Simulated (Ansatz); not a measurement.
The cluster B₂F₄⁻. Charge -1, multiplicity 2. Geometry PBE0-D4/def2-SVP, that of the neutral singlet; atoms count from 1.

```tsv
atom	x (Å)	y (Å)	z (Å)
B1	-0.6702	-0.5120	0.1835
B2	0.6701	0.5123	-0.1832
F3	-1.8726	-0.0217	0.4018
F4	0.8060	1.6965	0.3763
F5	-0.5371	-1.8200	0.2575
F6	1.6038	0.1449	-1.0360
```

The highest occupied level of the charge -1 doublet lies above zero (up to 2.16 eV). Energy differences put its binding near zero (0.00 eV; vertical, against the charge 0 singlet, at PBE0-D4/def2-TZVPD), which leaves it undecided. The structure comes from a short search, and lower isomers may exist.

(1) Estimate the Mulliken populations from the PBE0/def2-TZVPD orbitals of Ansatz.

(2) Where does the spin sit?

(3) And the Mayer bond orders between heavy atoms (over 0.3)?

Answers

(1) 
```
atom  charge (e)  spin (α − β)
  B1        0.12          0.45
  B2        0.12          0.45
  F3       -0.31          0.02
  F4       -0.31          0.02
  F5       -0.31          0.02
  F6       -0.31          0.02
```
Mulliken values depend strongly on the basis. With diffuse functions, as here, like atoms can get unlike values, and bond orders can come out too low or too high.

(2) Summed by element: B 0.90, F 0.10, of 1 unpaired in all. Largest on single atoms: B2 0.45, B1 0.45, F4 0.02.

(3) B1–B2 1.38 (1.73 Å); B1–F3 1.05 (1.32 Å); B1–F5 1.05 (1.32 Å); B2–F4 1.05 (1.32 Å); B2–F6 1.05 (1.32 Å).
